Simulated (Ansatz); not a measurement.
System: GeH4, charge -1, doublet. GeH4- (parent SMILES [GeH4], doublet).
B3LYP-D3(BJ)/def2-TZVP minimum from Ansatz (a program for electronic structure):
```
Ge
H 1 1.5910
H 1 1.5910 2 99.01
H 1 1.7582 2 94.43 3 95.21
H 1 1.7582 2 94.43 3 -95.21
```
Charge -1, spin multiplicity 2.

Total energies in aug-cc-pVDZ, 9 correlated electrons, 14 frozen orbitals. Radicals and triplets start from unrestricted determinants; spin-orbit coupling is neglected. Correlated methods leave the cores frozen (noble-gas shells, and filled d and f shells in the p block). No relativity. The UHF reference of H4Ge- (parent SMILES [GeH4], doublet) is spin-contaminated (<S^2> up to 0.03 over the pure value in the sets run). The spin of H4Ge- (parent SMILES [GeH4], doublet) was assumed, and the state is the lowest solution found for it.

| method | program | energy (Eh) | minus CCSDT(Q) (mEh) |
|---|---|---|---|
| HF | Ansatz | -2077.56986 | 175.84 |
| MP2 | Ansatz | -2077.70477 | 40.94 |
| CCSD | Ansatz | -2077.73969 | 6.02 |
| CCSD(T) | Ansatz | -2077.74444 | 1.26 |
| CCSDT(Q) | Ansatz | -2077.74571 | 0.00 |

Rough core times of Ansatz's runs on a shared machine: CCSD(T) under 20 s, CCSDT(Q) 60 s.
